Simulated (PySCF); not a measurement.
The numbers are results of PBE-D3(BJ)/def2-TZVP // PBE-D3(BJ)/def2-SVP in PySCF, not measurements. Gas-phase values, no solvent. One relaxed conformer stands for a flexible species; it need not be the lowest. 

Reference species: [Zn(NH2)(Br)] (neutral, multiplicity 1).

```json
{
  "HOMO–LUMO gap": "4.20 eV",
  "charge on the central atom (Mulliken)": "0.39 e",
  "coordination_number": "2"
}
```

Changed species: [Zn(Br)2] (2 of 2 NH2 replaced by Br; the reference has 1 of 2 NH2 replaced by Br).

Task: Give the shifts of the HOMO–LUMO gap, charge on the central atom (Mulliken) and coordination number.

Result: the HOMO–LUMO gap goes up by 0.37 eV, to 4.57 eV; the charge on the central atom (Mulliken) increases by 0.07 e, to 0.46 e; the coordination number stays essentially unchanged.
